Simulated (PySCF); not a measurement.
**FSnN + H₂O → SnN(OH) + HF**

Level: PBE0 in the def2-TZVP basis family, computed in PySCF with density fitting; scalar-relativistic core potentials for atoms from Rb on, none lighter, no spin–orbit coupling; open shells unrestricted.

```tsv
species	state and structure	ZPE (kJ/mol)	H(298 K) − H(0) (kJ/mol)	S° (J/(mol K))
FSnN	singlet, C∞v, Sn–F 1.906 Å, Sn–N 1.822 Å; F–Sn–N 180.0°	9.9	13.2	273.4
H₂O	singlet, C2v, O–H 0.960 Å (×2); H–O–H 105.1°	56.5	9.9	188.7
SnN(OH)	singlet, Cs, O–H 0.963 Å, Sn–N 1.820 Å, Sn–O 1.946 Å; H–O–Sn 113.0°, N–Sn–O 173.7°	38.2	14.5	290.7
HF	singlet, C∞v, H–F 0.920 Å	24.9	8.7	173.6
```

Problem. Is the gas-phase reaction uphill or downhill in electronic energy at this level, and by how much?

Solution. At PBE0/def2-TZVP, ΔE = 24.5 kJ/mol, uphill. 

Problem. Add zero-point, thermal and entropy terms for 298.15 K and 1 bar.

Solution. ΔZPE = -3.3 and Δ[H(298) − H(0)] = 0.1 kJ/mol give ΔH° = 21.3 kJ/mol. ΔS° = 2.2 J/(mol K), so ΔG° = 21.3 − 298.15 × (0.0022) = 21 kJ/mol and log₁₀K = -3.6.

Only the bonding shown was studied: isomers, or loss of a ligand pair, can lie lower.
